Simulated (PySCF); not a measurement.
HPrS, triplet: structure and spectrum

All numbers come from UPBE0/[Pr def2-TZVP with ECP28, S def2-TZVP, H def2-TZVP], scalar-relativistic core potentials, density fitting, no spin–orbit coupling, PySCF.

The structure is a minimum.

```xyz
3
charge 0 multiplicity 3, angstrom
Pr    0.1642   -0.1642    0.3546
S    -0.6998    0.6998   -1.6242
H    -0.7587    0.7587    1.9526
```

- Point group: Cs
- Bond lengths: Pr–H 2.063 Å, Pr–S 2.326 Å
- Bond angles: H–Pr–S 109.1°
- Zero-point energy: 12.8 kJ/mol
- Spin squared ⟨S²⟩: 2.014
- Rotational constants: 4.463, 0.1185, 0.1155 cm⁻¹
- Dipole moment: 7.86 D
- Enthalpy at 298.15 K above 0 K: 11.63 kJ/mol
- Lowest empty level (α): -2.18 eV
- Rotational symmetry number: 1
- Principal polarisabilities: 44.3, 61.9, 102.0 bohr³
- Principal quadrupole moments (Buckingham, traceless) about the centre of mass: -15.31, 2.81, 12.50 D Å
- Heat capacity Cp at 298.15 K: 46.1 J/(mol K)
- Entropy at 298.15 K and 1 bar (electronic part: spin only): 286.4 J/(mol K)
- Highest occupied level (α): -6.11 eV

Harmonic modes (masses in u: Pr 140.908, S 31.972, H 1.008):
```tsv
ω (cm⁻¹)	IR (km/mol)
318	94.4
472	162
1347	615
```

Charges (e):
```
atom  Mulliken  Löwdin  polar tensor  spin (Mulliken)  Mayer order to Pr1
 Pr1      0.85    0.38          1.48             2.12                   –
  S2     -0.59   -0.16         -0.95            -0.10                2.19
  H3     -0.26   -0.22         -0.54            -0.02                0.91
```

Mulliken populations on Pr1 (electrons outside its core potential): s 4.28, p 12.12, d 11.50, f 2.24.

Outer orbital energies (eV). α occupied: -24.26, -16.07, -7.94, -7.92, -6.86, -6.40, -6.37, -6.11; empty: -2.18, -1.83, -1.63, -1.34. β occupied: -24.40, -23.49, -23.43, -16.11, -6.85, -6.39, -6.35, -6.12; empty: -2.02, -0.94, -0.91, -0.71.

Formally Pr is in oxidation state +3, with 2 electrons left for the f, d and s shells; the Mulliken f population is 2.24 and the spin on Pr 2.12.

The spin densities have lower symmetry than the nuclear frame, so modes carry no symmetry labels. Only a few start shapes were tried, so a lower isomer may exist. Other spin states or occupations of the open shell can lie lower. The pruned grid is coarse for the open f shell: energies are uncertain by about 2 kJ/mol and soft modes are noisy. No spin–orbit coupling is included, which matters more the heavier the element.

The final relaxation and frequency run took about 11 core-minutes on a shared host.
